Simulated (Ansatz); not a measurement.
Mulliken charges of CH₆AlFGe (`[F][AlH][CH2][GeH3]`) from B3LYP/def2-TZVPP in Ansatz (PBE0-D4/def2-TZVP geometry).

| atom | x (Å) | y (Å) | z (Å) | charge (e) |
| --- | --- | --- | --- | --- |
| F1 | -1.306 | 0.169 | 2.572 | -0.363 |
| Al2 | -1.480 | 0.409 | 0.946 | 0.642 |
| C3 | 0.102 | 0.801 | -0.091 | -0.429 |
| Ge4 | 1.075 | -0.788 | -0.702 | 0.092 |
| H5 | -2.940 | 0.270 | 0.367 | -0.134 |
| H6 | -0.169 | 1.372 | -0.984 | 0.116 |
| H7 | 0.807 | 1.400 | 0.495 | 0.116 |
| H8 | 0.127 | -1.715 | -1.489 | -0.018 |
| H9 | 1.620 | -1.569 | 0.507 | -0.007 |
| H10 | 2.248 | -0.399 | -1.618 | -0.014 |

Q: By hand: the dipole of these point charges (1 e Å = 4.8032 D).

A: Σ q r = (0.002, 0.118, -0.412) e Å, of length 0.429 e Å = 2.06 D.

Q: How does the dipole of the full density compare? (An estimate is asked.)

A: Ansatz gave: (0.076, 0.201, -0.314) e Å, 1.83 D; the point charges give 1.13 times that, at 20° from its direction.

Point charges leave out the atoms' own dipoles, such as those of lone pairs, and Mulliken's split depends on the basis, so the two needn't agree.

B3LYP here is the variant with VWN-RPA as its local correlation; programs differ in this.
